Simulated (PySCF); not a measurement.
The complex [VI4]- (charge -1) contains V(III), shell d2. The structure is a PBE0-D3(BJ)/def2-SVP geometry optimised for multiplicity 3; coordination tetrahedral, point group Td, metal–donor distances 2.60 Å.

Method (PySCF 2.14, density fitting): CASSCF(2,5) with orbitals averaged over all microstates of the shell, strongly contracted NEVPT2 on the averaged canonical orbitals; basis x2c-TZVPall on the metal, x2c-SVPall elsewhere; spin-free X2C; IEF-PCM dichloromethane; spin-orbit coupling by state interaction with the mean-field operator over all roots.

CASSCF energies above the lowest CASSCF root:

```json
{"state": "3A2", "CASSCF / cm⁻¹": "0"}
{"state": "3T2", "CASSCF / cm⁻¹": "4757"}
{"state": "3T1", "CASSCF / cm⁻¹": "8253"}
{"state": "1E", "CASSCF / cm⁻¹": "13298"}
{"state": "1T2", "CASSCF / cm⁻¹": "17146"}
{"state": "3T1", "CASSCF / cm⁻¹": "19038"}
{"state": "1A1", "CASSCF / cm⁻¹": "20826"}
{"state": "1T1", "CASSCF / cm⁻¹": "21764"}
{"state": "1E", "CASSCF / cm⁻¹": "24039"}
{"state": "1T2", "CASSCF / cm⁻¹": "25154"}
{"state": "1A1", "CASSCF / cm⁻¹": "48436"}
```

**Question.** How does dynamic correlation (SC-NEVPT2) move these states?

**Answer.** 
| state | NEVPT2 / cm⁻¹ | shift / cm⁻¹ |
| --- | --- | --- |
| 3A2 | 0 | 0 |
| 3T2 | 5968 | +1211 |
| 3T1 | 10071 | +1818 |
| 1E | 11354 | -1943 |
| 1T2 | 16586 | -560 |
| 3T1 | 17313 | -1724 |
| 1A1 | 18656 | -2170 |
| 1T1 | 20497 | -1268 |
| 1E | 23758 | -281 |
| 1T2 | 24760 | -393 |
| 1A1 | 40916 | -7520 |

No frequencies were computed for the optimised geometry. Charge-transfer states lie outside this active space and may come lower than some of these levels. NEVPT2 lifts 3T2 from 4757 to 5968 cm⁻¹; on the d shell alone such lifts tend to overshoot. NEVPT2 on the d shell alone tends to put d–d bands too high for such charged or covalently bound ions.
